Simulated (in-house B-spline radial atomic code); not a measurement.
Ionisation energies with and without relativity, with size and susceptibility from the Dirac run. Dirac energy differences include first-order Breit, QED and recoil terms. NIST's values go from ground level to ground level; the uncertainty of those that are theory runs from under 0.1 % in few-electron ions to several per cent in heavy many-electron ones. Computed with a B-spline radial code for spherical atoms: non-relativistic Hartree-Fock and Dirac-Hartree-Fock, averages of the configuration (point nuclei without relativity, finite nuclei with it).

```csv
ion,configuration,configuration after,ionisation non-relativistic (eV),ionisation Dirac Breit and QED (eV),tabulated value (eV),radius at density 0.001 (bohr),diamagnetic susceptibility (10⁻⁶ cm³/mol)
N6+,1s1,bare,666.7,667.0,667.0461,0.8283,-0.048415
O6+,1s2,1s1,737.7,738.1,739.327,0.8322,-0.082127
F6+,[He] 2s1,1s2,184.9,185.0,185.1868,1.731,-0.62147
Ne6+,[He] 2s2,[He] 2s1,203.5,203.8,207.271,1.739,-0.98742
```
